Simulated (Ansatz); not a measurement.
Steps of a relaxation of `CB(C)SS` with RKS PBE-D4/def2-SVP.

```sh
$ ansatz run in.yaml --threads 4 --pin off --events-out ev --progress --plain --max-ram 10444MiB
```

```yaml
crystal:
  periodic: [false, false, false]
  atoms:
    - {symbol: C, position_ang: [-1.353700, -0.937400, 0.256400]}
    - {symbol: B, position_ang: [-0.080800, -0.235000, -0.332900]}
    - {symbol: C, position_ang: [1.282500, -0.486400, 0.375400]}
    - {symbol: S, position_ang: [-0.083100, 0.870200, -1.870000]}
    - {symbol: S, position_ang: [-0.468000, 2.605600, -0.718800]}
    - {symbol: H, position_ang: [-1.567800, -0.525900, 1.282800]}
    - {symbol: H, position_ang: [-1.270800, -1.994800, 0.244400]}
    - {symbol: H, position_ang: [-2.234400, -0.588300, -0.386800]}
    - {symbol: H, position_ang: [1.266700, -0.103300, 1.476900]}
    - {symbol: H, position_ang: [2.127200, 0.051000, -0.122400]}
    - {symbol: H, position_ang: [1.527200, -1.574600, 0.412400]}
    - {symbol: H, position_ang: [0.931900, 2.863800, -0.583600]}
basis:
  gaussian: {orbitals: def2-SVP}
hamiltonian: {xc: pbe, dispersion: d4}
relax: {f_tol: 0.03, max_steps: 200}
```

Positions (Å) and forces (eV/Å) along the path, 9 of 9 steps:

```xyz
12
step=1 energy=-24513.3635 eV
C    -1.354   -0.937    0.256   -1.558    3.174   -1.013
B    -0.081   -0.235   -0.333    0.193   -0.083    0.606
C     1.282   -0.486    0.375    1.006    0.910    1.037
S    -0.083    0.870   -1.870   -0.475   -0.195   -0.428
S    -0.468    2.606   -0.719    1.600   -0.198    0.102
H    -1.568   -0.526    1.283    0.252   -0.503   -0.287
H    -1.271   -1.995    0.244    0.069   -1.720    0.212
H    -2.234   -0.588   -0.387    0.506   -0.709    0.645
H     1.267   -0.103    1.477   -0.105   -0.649   -1.297
H     2.127    0.051   -0.122   -0.094   -0.264    0.167
H     1.527   -1.575    0.412   -0.073    0.125    0.104
H     0.932    2.864   -0.584   -1.320    0.112    0.153
12
step=2 energy=-24513.6680 eV
C    -1.402   -0.866    0.220   -0.412    1.034   -0.219
B    -0.066   -0.219   -0.320   -0.118    0.030   -0.232
C     1.336   -0.444    0.355    0.159    0.352    0.592
S    -0.137    0.741   -1.962    0.214    0.374    0.038
S    -0.407    2.436   -0.706    0.469   -0.042    0.254
H    -1.585   -0.480    1.250    0.009   -0.264    0.001
H    -1.306   -1.957    0.271    0.044   -0.474    0.140
H    -2.309   -0.608   -0.392    0.457   -0.175    0.237
H     1.308   -0.090    1.425    0.023   -0.182   -0.387
H     2.197    0.052   -0.144   -0.170   -0.092    0.028
H     1.555   -1.534    0.431   -0.051    0.017   -0.070
H     0.893    2.913   -0.395   -0.623   -0.578   -0.382
12
step=3 energy=-24513.7946 eV
C    -1.403   -0.810    0.214    0.024    0.174    0.177
B    -0.060   -0.180   -0.330   -0.156    0.216   -0.210
C     1.339   -0.399    0.362   -0.011    0.037    0.230
S    -0.114    0.720   -2.010    0.104    0.128   -0.045
S    -0.439    2.323   -0.666    0.634   -0.128    0.180
H    -1.568   -0.482    1.264   -0.024   -0.128    0.007
H    -1.305   -1.919    0.249    0.019    0.038   -0.006
H    -2.309   -0.559   -0.372    0.084   -0.013   -0.015
H     1.297   -0.104    1.433    0.024    0.002    0.013
H     2.197    0.113   -0.115   -0.041   -0.017   -0.024
H     1.559   -1.491    0.389   -0.008    0.012   -0.102
H     0.882    2.733   -0.386   -0.649   -0.320   -0.206
12
step=4 energy=-24513.9145 eV
C    -1.400   -0.741    0.220    0.220   -0.517    0.388
B    -0.067   -0.092   -0.328   -0.123    0.356   -0.033
C     1.329   -0.338    0.373   -0.032   -0.296   -0.011
S    -0.078    0.667   -2.085   -0.016    0.003   -0.005
S    -0.442    2.148   -0.620    0.423   -0.207    0.014
H    -1.563   -0.507    1.299   -0.006    0.041   -0.141
H    -1.276   -1.859    0.202   -0.031    0.315   -0.105
H    -2.310   -0.505   -0.348   -0.211    0.102   -0.114
H     1.295   -0.113    1.455    0.022    0.081    0.138
H     2.187    0.181   -0.091    0.074    0.062   -0.011
H     1.536   -1.436    0.322    0.009    0.144   -0.076
H     0.866    2.539   -0.365   -0.329   -0.084   -0.044
12
step=5 energy=-24513.9219 eV
C    -1.404   -0.692    0.230    0.134   -0.789    0.253
B    -0.086    0.012   -0.302    0.007   -0.245    0.250
C     1.319   -0.276    0.384    0.025   -0.542   -0.055
S    -0.053    0.580   -2.146   -0.092    0.129    0.067
S    -0.422    1.960   -0.584    0.013    0.391   -0.354
H    -1.561   -0.539    1.324    0.007    0.102   -0.170
H    -1.263   -1.804    0.125   -0.095    0.333   -0.050
H    -2.329   -0.438   -0.313   -0.149    0.089   -0.044
H     1.303   -0.124    1.484    0.011    0.066    0.005
H     2.173    0.274   -0.058    0.050    0.071    0.023
H     1.531   -1.367    0.236    0.035    0.236    0.041
H     0.868    2.357   -0.348    0.054    0.159    0.035
12
step=6 energy=-24513.9660 eV
C    -1.403   -0.729    0.235   -0.023   -0.096    0.076
B    -0.082   -0.026   -0.294   -0.024    0.084   -0.169
C     1.323   -0.312    0.391    0.024   -0.044    0.012
S    -0.064    0.613   -2.131   -0.051   -0.041    0.253
S    -0.422    2.054   -0.625    0.102   -0.178   -0.075
H    -1.553   -0.558    1.324    0.001    0.015   -0.054
H    -1.288   -1.833    0.120   -0.002    0.104   -0.050
H    -2.328   -0.440   -0.301   -0.023    0.013    0.004
H     1.300   -0.134    1.489    0.008    0.011   -0.030
H     2.172    0.248   -0.048    0.020    0.013    0.022
H     1.551   -1.396    0.266   -0.009    0.082   -0.021
H     0.870    2.459   -0.393   -0.023    0.038    0.032
12
step=7 energy=-24513.9730 eV
C    -1.409   -0.725    0.243    0.081    0.018    0.051
B    -0.082   -0.039   -0.303    0.040    0.030    0.150
C     1.323   -0.299    0.404   -0.097   -0.020   -0.019
S    -0.060    0.551   -2.130    0.010    0.010   -0.058
S    -0.411    2.027   -0.671   -0.015   -0.027   -0.005
H    -1.498   -0.619    1.345   -0.013    0.004   -0.004
H    -1.348   -1.817    0.043   -0.006   -0.019   -0.035
H    -2.342   -0.359   -0.224   -0.057    0.001   -0.042
H     1.261   -0.192    1.507    0.001    0.030    0.023
H     2.159    0.325    0.033    0.026    0.025   -0.036
H     1.607   -1.357    0.219    0.022   -0.055   -0.026
H     0.876    2.449   -0.431    0.008    0.004    0.000
12
step=8 energy=-24513.9754 eV
C    -1.410   -0.724    0.243    0.002    0.012    0.034
B    -0.084   -0.024   -0.285    0.025   -0.046   -0.003
C     1.324   -0.299    0.404   -0.007    0.000    0.015
S    -0.057    0.554   -2.125   -0.009    0.011   -0.011
S    -0.412    2.024   -0.661   -0.011   -0.027   -0.006
H    -1.521   -0.618    1.344   -0.010   -0.006   -0.021
H    -1.333   -1.816    0.041    0.001    0.028   -0.010
H    -2.342   -0.372   -0.242    0.008   -0.005    0.003
H     1.284   -0.169    1.507    0.013    0.001   -0.017
H     2.164    0.306    0.004   -0.022   -0.009    0.005
H     1.590   -1.366    0.229   -0.009    0.026    0.002
H     0.874    2.450   -0.424    0.017    0.014    0.009
12
step=9 energy=-24513.9757 eV
C    -1.410   -0.723    0.244    0.000    0.000    0.001
B    -0.083   -0.028   -0.285   -0.001    0.006   -0.009
C     1.325   -0.299    0.405    0.000   -0.002   -0.003
S    -0.058    0.552   -2.128    0.003   -0.002    0.027
S    -0.412    2.019   -0.660   -0.011   -0.007   -0.003
H    -1.522   -0.624    1.344   -0.001   -0.001   -0.005
H    -1.337   -1.814    0.034   -0.003    0.001   -0.004
H    -2.341   -0.366   -0.241    0.006   -0.001    0.002
H     1.289   -0.160    1.507    0.002   -0.001   -0.007
H     2.163    0.304   -0.002   -0.006   -0.002    0.001
H     1.591   -1.366    0.236    0.000    0.006    0.004
H     0.871    2.450   -0.419    0.011    0.003   -0.004
```

Run time 18 s (4 threads of an Intel Xeon Platinum 8488C on a shared host); peak host memory 0.18 GiB.
